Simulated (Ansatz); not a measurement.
```yaml
crystal:
  periodic: [false, false, false]
  atoms:
    - {symbol: C, position_ang: [1.487883, -0.013001, -0.032574]}
    - {symbol: C, position_ang: [-1.487773, 0.012034, -0.034261]}
    - {symbol: Ge, position_ang: [0.000922, 0.010332, -1.389161]}
    - {symbol: H, position_ang: [1.409717, -0.923096, 0.571614]}
    - {symbol: H, position_ang: [1.382435, 0.834601, 0.652023]}
    - {symbol: H, position_ang: [2.474991, 0.020812, -0.492540]}
    - {symbol: H, position_ang: [-1.416702, 0.920981, 0.572825]}
    - {symbol: H, position_ang: [-1.377447, -0.836792, 0.647790]}
    - {symbol: H, position_ang: [-2.474037, -0.025861, -0.495716]}
basis:
  gaussian: {orbitals: cc-pVDZ}
hamiltonian: {xc: {name: HF}}
scf: {lower_state_search: light}
output: {forces: true}
```

```sh
$ ansatz run in.yaml --threads 2 --pin off --events-out ev --progress --plain --max-ram 4352MiB
```

It prints (some lines left out):

```
Functional definition: HF
851 factors; integrals over basis functions are off by at most 9.3e-4 eV
mean field evaluation 1: about -58625.0834 eV, gradient 3.0e1 eV
mean field evaluation 2: about -58625.1320 eV, gradient 3.0e1 eV
mean field evaluation 4: about -58627.7783 eV, gradient 2.6e0 eV
mean field evaluation 8: about -58627.8211 eV, gradient 9.6e-2 eV
mean field -58627.82115774 eV, -2154.5326881824 hartree, gradient 1.9e-5 eV, S^2 0.000000; 0 other end points of the search recorded, 0 dependent functions left out
reference -58627.82115774 eV, -2154.5326881824 hartree; 25, 25 occupied and 60, 60 virtual orbitals, 851 factors
Total energy: -58627.82115774 eV, -2154.5326881824 hartree
Atom 0 at     1.487883    -0.013001    -0.032574 Å, force    -0.130998     0.003823    -0.158785 eV/Å
Atom 1 at    -1.487773     0.012034    -0.034261 Å, force     0.131649     0.002654    -0.158793 eV/Å
Atom 2 at     0.000922     0.010332    -1.389161 Å, force    -0.000293    -0.003326     0.220213 eV/Å
Atom 3 at     1.409717    -0.923096     0.571614 Å, force     0.020887    -0.054471     0.023582 eV/Å
Atom 4 at     1.382435     0.834601     0.652023 Å, force     0.019213     0.050170     0.027897 eV/Å
Atom 5 at     2.474991     0.020812    -0.492540 Å, force     0.079330     0.001689    -0.002790 eV/Å
Atom 6 at    -1.416702     0.920981     0.572825 Å, force    -0.021275     0.053314     0.024575 eV/Å
Atom 7 at    -1.377447    -0.836792     0.647790 Å, force    -0.019089    -0.051127     0.027100 eV/Å
Atom 8 at    -2.474037    -0.025861    -0.495716 Å, force    -0.079423    -0.002726    -0.002998 eV/Å
Dipole moment:    -0.000120    -0.001581     0.190696 e Å
```

It took 1 s on 2 threads of Arm Neoverse V2 on a shared host.
